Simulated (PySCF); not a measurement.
Isomers of C7H11FO2, one GFN2-xTB conformer each. Single-point energies are computed at PBE0/pcSseg-1 (PySCF, gas phase, no added dispersion term), electronic only.

```tsv
SMILES	GFN2-xTB relative energy (kcal/mol)
C=CC[C@](C)(OC)C(=O)F	25.6
CCOC1=CCC[C@@H](F)O1	0.0
```

Conformers: `[CH2:1]=[CH:2][CH2:3][C@:4]([CH3:5])([O:6][CH3:7])[C:8](=[O:9])[F:10]` with C1–C2–C3–C4 120°, C2–C3–C4–C5 -173°, C3–C4–O6–C7 177°, C3–C4–C8–O9 114°; `[CH3:1][CH2:2][O:3][C:4]1=[CH:5][CH2:6][CH2:7][C@@H:8]([F:9])[O:10]1` with C1–C2–O3–C4 179°, C2–O3–C4–C5 -179°, C4–C5–C6–C7 -19°, C5–C6–C7–C8 48°, C6–C7–C8–F9 -178°, C7–C8–O10–C4 39°.

**Question.** What does PBE0/pcSseg-1 give for the same structures?

**Answer.** 
| SMILES | PBE0/pcSseg-1 E (Eh) | PBE0/pcSseg-1 (kcal/mol) | GFN2-xTB (kcal/mol) | point group |
| --- | --- | --- | --- | --- |
| CCOC1=CCC[C@@H](F)O1 | -522.99818 | 0.0 | 0.0 | C1 |
| C=CC[C@](C)(OC)C(=O)F | -522.99310 | 3.2 | 25.6 | C1 |

Both levels put the same isomer lowest. As drawn, the higher has a C=O bond, which the lower lacks.

**Question.** Which frontier levels, dipoles and rotational constants go with these structures?

**Answer.** 
```
               SMILES  HOMO (eV, PBE0/pcSseg-1)  LUMO (eV)  dipole (D)       A, B, C (MHz)
 CCOC1=CCC[C@@H](F)O1                     -5.98       1.10        0.69  2390, 827.8, 635.1
C=CC[C@](C)(OC)C(=O)F                     -7.68      -0.43        2.75   1646, 1116, 988.9
```
